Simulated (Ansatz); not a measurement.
Process, species as SMILES: B(F)=O → F atom + O=[B] (B-O)
B3LYP-D3(BJ)/def2-TZVP geometries, fixed; electronic energies without zero-point terms.

Energies in hartree at PBE0 with Ansatz (a program for electronic structure); the bond dissociation energy is their sum with the coefficients shown, times 627.509 kcal/mol a hartree. All functions are spherical. The program fits the integrals of some runs and decomposes those of others, by size. Open shells are unrestricted. No added dispersion term, no relativity.

```json
[
 {"species": "O=BF", "coefficient": "-1", "part": "PBE0", "cc-pVDZ": "-199.79778", "cc-pVTZ": "-199.86880", "cc-pVQZ": "-199.88654"},
 {"species": "F atom", "coefficient": "+1", "part": "PBE0", "cc-pVDZ": "-99.63567", "cc-pVTZ": "-99.66904", "cc-pVQZ": "-99.67838"},
 {"species": "[B]=O (B-O)", "coefficient": "+1", "part": "PBE0", "cc-pVDZ": "-99.91315", "cc-pVTZ": "-99.94333", "cc-pVQZ": "-99.95194"}
]
```

Q: Predict the bond dissociation energy in cc-pV5Z (X = 5): let each PBE0 step shrink by the ratio of the last two. Compare with the run.

A: 
- O=BF: steps -0.07102 and -0.01774, ratio 0.250, so PBE0 -199.89097 (run: -199.89139).
- F atom: steps -0.03337 and -0.00934, ratio 0.280, so PBE0 -99.68100 (run: -99.68144).
- [B]=O (B-O): steps -0.03018 and -0.00861, ratio 0.285, so PBE0 -99.95439 (run: -99.95430).
Predicted 160.38 kcal/mol; the run in cc-pV5Z gives 160.42, a miss of -0.04. Keeping the value in cc-pVQZ, 160.78, would miss by 0.36. All sums are of the energies as printed.
